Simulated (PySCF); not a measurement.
PySCF 2.14 output of an unrestricted B97-3 calculation on a single atom or ion in aug-cc-pVTZ-DK (5s4p3d2f, 46 functions), with scalar relativity by spin-free X2C-1e:

```
SCF conv_tol = 1e-09
number electrons alpha = 4  beta = 2
    T. W. Keal and D. J. Tozer.,  J. Chem. Phys. 123, 121103 (2005)
cycle= 1 E= -37.8601943837106  delta_E= -0.00228  |g|= 0.00848  |ddm|= 0.148
cycle= 2 E= -37.8602449382882  delta_E= -5.06e-05  |g|= 0.00303  |ddm|= 0.024
cycle= 3 E= -37.8602496960072  delta_E= -4.76e-06  |g|= 0.000674  |ddm|= 0.00972
cycle= 4 E= -37.8602499856427  delta_E= -2.9e-07  |g|= 2.56e-05  |ddm|= 0.00161
cycle= 5 E= -37.860249986052  delta_E= -4.09e-10  |g|= 2.07e-06  |ddm|= 8.64e-05
converged SCF energy = -37.860249986052  <S^2> = 2.0049236  2S+1 = 3.0032806
```

The run itself started from symmetry-adapted Hartree-Fock orbitals and held the occupation by maximum overlap, on a logarithmic radial grid, so the iterations belong to that start.

Task: Which element, charge and spin multiplicity is this?

Result: C (carbon, neutral), multiplicity 3; the state was [He] 2s2 2p2, high-spin 3P determinant.
